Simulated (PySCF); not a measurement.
C₆ coefficients of unlike pairs at UHF

Calculated with PySCF 2.14 from the dipole response of each species, C₆(A,B) = (3/π) ∫ α_A(iu) α_B(iu) du, in atomic units, from isotropic polarisabilities. For ions this is the dispersion term alone; charge-induced terms of lower order in 1/R come first.

| species | configuration | basis | relativity | α (bohr³) | C₆ (like pair) |
| --- | --- | --- | --- | --- | --- |
| Cd²⁺ | [Kr] 4d10 (1S) | aug-cc-pwCVTZ-PP with ECP28MDF (8s8p7d4f3g) | core potential | 4.831 | 23.94 |
| Cd³⁺ | [Kr] 4d9 (2D) | aug-cc-pVTZ-PP with ECP28MDF (6s6p5d3f2g) | core potential | 3.423 | 14.91 |
| Sn⁺ | [Kr] 4d10 5s2 5p1 (2P) | x2c-TZVPPall with one added diffuse shell each of s, p, d, f type (9s7p5d3f) | spin-free X2C | 29.14 | 233.1 |
| Al³⁺ | [Ne] (1S) | aug-cc-pVQZ-DK (7s6p4d3f2g) | spin-free X2C | 0.1600 | 0.07556 |

**Question.** Estimate C₆ for Sn⁺ with Cd³⁺.

**Answer.** The integral gives 48.36. The combination rule 2 C_A C_B / (C_A α_B/α_A + C_B α_A/α_B) gives 45.05 and the geometric mean 58.97.

No spin-orbit coupling is included.

The other pairs:

```json
{"pair": "Sn⁺, Cd²⁺", "C₆": "64.14"}
{"pair": "Al³⁺, Sn⁺", "C₆": "2.721"}
{"pair": "Al³⁺, Cd³⁺", "C₆": "0.9959"}
{"pair": "Al³⁺, Cd²⁺", "C₆": "1.224"}
{"pair": "Cd³⁺, Cd²⁺", "C₆": "18.83"}
```
